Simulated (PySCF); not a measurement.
Basis-set dependence of population analyses: `O=C1CC(F)=C[SiH2]1`

C₄H₅FOSi.
Geometry (PBE0-D3(BJ)/def2-SVP, Å), atoms numbered from 1 in this order:
```xyz
12
C4H5FOSi angstrom
O      0.089   -2.338    0.996
C      0.071   -1.224    0.543
C     -1.174   -0.599   -0.090
C     -0.811    0.757   -0.603
F     -1.803    1.396   -1.214
C      0.413    1.285   -0.458
Si     1.510    0.088    0.443
H     -1.983   -0.539    0.659
H     -1.553   -1.247   -0.900
H      0.626    2.280   -0.855
H      2.690   -0.410   -0.325
H      1.966    0.531    1.794
```

PBE0 throughout (PySCF), one geometry, spherical d and f functions. Isolated species at its PBE0-D3(BJ)/def2-SVP geometry, gas phase. The first 7 of 10 kinds of atom are listed.

Mulliken charges (e):

```csv
basis,functions,O1,C2,C3,C4,F5,C6,Si7
STO-3G,44,-0.184,+0.024,-0.197,+0.095,-0.072,-0.303,+0.582
6-31G,77,-0.395,+0.117,-0.454,+0.374,-0.305,-0.511,+0.677
pcSseg-0,77,-0.445,-0.029,-0.549,+0.360,-0.339,-0.764,+0.951
6-31G*,112,-0.385,+0.225,-0.514,+0.438,-0.299,-0.449,+0.428
cc-pVDZ,127,-0.197,-0.029,-0.035,+0.116,-0.153,-0.194,+0.346
def2-SVP,127,-0.202,-0.119,+0.004,+0.161,-0.189,-0.306,+0.497
aug-cc-pVDZ,210,-0.569,+0.343,+0.185,+0.926,-0.558,-0.045,-0.226
"6-311+G(2d,p)",227,-0.366,+0.121,-0.352,+0.304,-0.292,-0.356,+0.553
def2-TZVP,253,-0.256,+0.042,-0.090,+0.149,-0.165,-0.303,+0.212
cc-pVTZ,284,-0.238,+0.063,-0.181,+0.225,-0.138,-0.339,+0.293
IGLO-III,304,-0.392,+0.135,-0.262,+0.339,-0.231,-0.408,+0.751
pcSseg-2,329,-0.335,+0.033,+0.059,+0.263,-0.244,-0.333,+0.561
```

IAO charges (e):

```tsv
basis	functions	O1	C2	C3	C4	F5	C6	Si7
STO-3G	44	-0.171	-0.019	-0.338	+0.143	-0.084	-0.464	+0.707
6-31G	77	-0.335	+0.145	-0.356	+0.289	-0.241	-0.482	+0.557
pcSseg-0	77	-0.315	+0.124	-0.364	+0.284	-0.225	-0.490	+0.557
6-31G*	112	-0.358	+0.161	-0.349	+0.325	-0.247	-0.518	+0.668
cc-pVDZ	127	-0.351	+0.163	-0.351	+0.324	-0.248	-0.517	+0.656
def2-SVP	127	-0.350	+0.156	-0.346	+0.323	-0.248	-0.516	+0.672
aug-cc-pVDZ	210	-0.375	+0.174	-0.353	+0.327	-0.262	-0.518	+0.664
6-311+G(2d,p)	227	-0.377	+0.168	-0.354	+0.328	-0.263	-0.526	+0.696
def2-TZVP	253	-0.375	+0.167	-0.355	+0.333	-0.262	-0.531	+0.703
cc-pVTZ	284	-0.371	+0.168	-0.357	+0.333	-0.260	-0.529	+0.688
IGLO-III	304	-0.377	+0.166	-0.356	+0.330	-0.264	-0.530	+0.704
pcSseg-2	329	-0.376	+0.167	-0.356	+0.332	-0.263	-0.530	+0.701
```

Hirshfeld charges (e):

```csv
basis,functions,O1,C2,C3,C4,F5,C6,Si7
STO-3G,44,-0.142,+0.038,-0.039,+0.056,-0.028,-0.176,+0.360
6-31G,77,-0.216,+0.087,-0.068,+0.100,-0.083,-0.183,+0.297
pcSseg-0,77,-0.207,+0.085,-0.079,+0.100,-0.073,-0.187,+0.320
6-31G*,112,-0.219,+0.089,-0.067,+0.104,-0.071,-0.182,+0.293
cc-pVDZ,127,-0.205,+0.087,-0.085,+0.099,-0.060,-0.184,+0.313
def2-SVP,127,-0.213,+0.092,-0.087,+0.106,-0.067,-0.186,+0.320
aug-cc-pVDZ,210,-0.222,+0.085,-0.097,+0.097,-0.073,-0.187,+0.332
"6-311+G(2d,p)",227,-0.225,+0.083,-0.092,+0.096,-0.076,-0.184,+0.334
def2-TZVP,253,-0.223,+0.086,-0.092,+0.100,-0.073,-0.185,+0.326
cc-pVTZ,284,-0.219,+0.088,-0.092,+0.101,-0.069,-0.185,+0.322
IGLO-III,304,-0.226,+0.087,-0.098,+0.099,-0.074,-0.183,+0.330
pcSseg-2,329,-0.223,+0.086,-0.096,+0.101,-0.074,-0.187,+0.333
```

ESP-fitted charges (e):

```csv
basis,functions,O1,C2,C3,C4,F5,C6,Si7
STO-3G,44,-0.303,+0.317,-0.284,+0.172,-0.076,-0.329,+0.295
6-31G,77,-0.459,+0.434,-0.322,+0.317,-0.202,-0.520,+0.329
pcSseg-0,77,-0.448,+0.416,-0.435,+0.408,-0.214,-0.648,+0.428
6-31G*,112,-0.410,+0.375,-0.270,+0.244,-0.138,-0.460,+0.306
cc-pVDZ,127,-0.390,+0.346,-0.254,+0.246,-0.147,-0.445,+0.296
def2-SVP,127,-0.406,+0.353,-0.258,+0.280,-0.164,-0.485,+0.334
aug-cc-pVDZ,210,-0.450,+0.424,-0.339,+0.301,-0.178,-0.476,+0.318
"6-311+G(2d,p)",227,-0.445,+0.406,-0.333,+0.299,-0.178,-0.482,+0.325
def2-TZVP,253,-0.436,+0.398,-0.310,+0.284,-0.169,-0.467,+0.321
cc-pVTZ,284,-0.421,+0.377,-0.293,+0.265,-0.159,-0.459,+0.329
IGLO-III,304,-0.441,+0.403,-0.326,+0.289,-0.173,-0.469,+0.329
pcSseg-2,329,-0.449,+0.412,-0.330,+0.312,-0.182,-0.493,+0.347
```

Task: Which scheme is steadiest as the basis changes?

Result: Largest range over the bases for any column: Hirshfeld 0.08 e, IAO 0.21 e, ESP-fitted 0.32 e, Mulliken 1.18 e. Hirshfeld charges move least and Mulliken charges most, counted in e. Without the minimal STO-3G basis the ranges are Hirshfeld 0.04, IAO 0.15, ESP-fitted 0.20, Mulliken 1.18 e.

Task: How much do the charges still move between the two largest bases, IGLO-III and pcSseg-2?

Result: At most, over all atoms: Mulliken 0.321 e, IAO 0.003 e, Hirshfeld 0.004 e, ESP-fitted 0.024 e.

Task: What do the same runs give for the total energy, the frontier levels and the dipole moment?

Result: 
```json
{"basis": "STO-3G", "energy (Eh)": "-611.8065", "HOMO (eV)": "-3.76", "LUMO (eV)": "2.52", "μ (D)": "0.94"}
{"basis": "6-31G", "energy (Eh)": "-619.3319", "HOMO (eV)": "-6.94", "LUMO (eV)": "-1.31", "μ (D)": "1.54"}
{"basis": "pcSseg-0", "energy (Eh)": "-618.3621", "HOMO (eV)": "-7.17", "LUMO (eV)": "-1.57", "μ (D)": "1.45"}
{"basis": "6-31G*", "energy (Eh)": "-619.4532", "HOMO (eV)": "-6.76", "LUMO (eV)": "-1.21", "μ (D)": "1.64"}
{"basis": "cc-pVDZ", "energy (Eh)": "-619.4955", "HOMO (eV)": "-6.80", "LUMO (eV)": "-1.31", "μ (D)": "1.52"}
{"basis": "def2-SVP", "energy (Eh)": "-619.1413", "HOMO (eV)": "-6.92", "LUMO (eV)": "-1.42", "μ (D)": "1.51"}
{"basis": "aug-cc-pVDZ", "energy (Eh)": "-619.5212", "HOMO (eV)": "-7.04", "LUMO (eV)": "-1.61", "μ (D)": "1.76"}
{"basis": "6-311+G(2d,p)", "energy (Eh)": "-619.5889", "HOMO (eV)": "-7.08", "LUMO (eV)": "-1.65", "μ (D)": "1.79"}
{"basis": "def2-TZVP", "energy (Eh)": "-619.6202", "HOMO (eV)": "-7.02", "LUMO (eV)": "-1.59", "μ (D)": "1.75"}
{"basis": "cc-pVTZ", "energy (Eh)": "-619.6075", "HOMO (eV)": "-6.97", "LUMO (eV)": "-1.52", "μ (D)": "1.69"}
{"basis": "IGLO-III", "energy (Eh)": "-619.6257", "HOMO (eV)": "-7.05", "LUMO (eV)": "-1.63", "μ (D)": "1.79"}
{"basis": "pcSseg-2", "energy (Eh)": "-619.6243", "HOMO (eV)": "-7.07", "LUMO (eV)": "-1.62", "μ (D)": "1.74"}
```

The dipole is fixed by the density alone, so its range of 0.85 D shows that the density itself changes with the basis, not only its division among atoms.
